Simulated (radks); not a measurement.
Neutral rhodium inside a hard spherical wall (all orbitals vanish at R), configuration held at [Kr] 4d8 5s1 and not refilled when levels cross. Method: scalar-relativistic Kohn-Sham, PBE, spin-unpolarised, spherical densities, point nucleus; computed with a radial shooting solver on a logarithmic mesh with Libxc functionals. Eigenvalues in eV, with the zero of energy where the potential of the charges vanishes at infinity; a dash marks a level that is unbound or too diffuse for the functional's potential to be trusted. A positive occupied level is held by the wall or, in an anion where self-interaction has pushed it up, behind a barrier. The pressure on the wall is -dE/dV.

\begin{tabular}{lrrrrrrrrr}
R (bohr) & E (hartree) & kinetic (hartree) & e(4s) & e(4p) & e(4d) & e(5s) & e(5p, empty) & e(6s, empty) & pressure (GPa) \\ \hline
free & -4784.11585 & 4954.741 & -82.495 & -50.421 & -5.940 & -4.300 & -0.851 & - & 0 \\
20 & -4784.11585 & 4954.741 & -82.495 & -50.421 & -5.940 & -4.300 & -0.850 & - & < 0.0001 \\
15 & -4784.11584 & 4954.741 & -82.495 & -50.421 & -5.940 & -4.300 & -0.837 & 0.406 & < 0.0001 \\
12 & -4784.11580 & 4954.741 & -82.490 & -50.416 & -5.935 & -4.296 & -0.780 & 1.003 & 0.000751 \\
10 & -4784.11547 & 4954.744 & -82.463 & -50.389 & -5.909 & -4.269 & -0.633 & 2.050 & 0.00963 \\
8 & -4784.11254 & 4954.766 & -82.315 & -50.240 & -5.768 & -4.106 & -0.139 & 4.709 & 0.131 \\
5 & -4784.01767 & 4955.243 & -80.211 & -48.172 & -3.853 & -1.367 & 4.584 & 23.053 & 11.3 \\
4 & -4783.75609 & 4956.361 & -76.796 & -44.879 & -0.732 & 3.871 & 11.975 & 46.558 & 72.8 \\
3.5 & -4783.37702 & 4957.871 & -73.280 & -41.521 & 2.626 & 10.149 & 20.239 & 70.183 & 212 \\
2 & -4772.38081 & 4998.091 & -32.318 & 0.073 & 51.193 & 124.55 & 150.69 & 366.02 & 16100 \\
1.5 & -4741.28012 & 5096.369 & 36.067 & 74.817 & 138.25 & 344.78 & 380.25 & 819.30 & 127000 \\
\end{tabular}
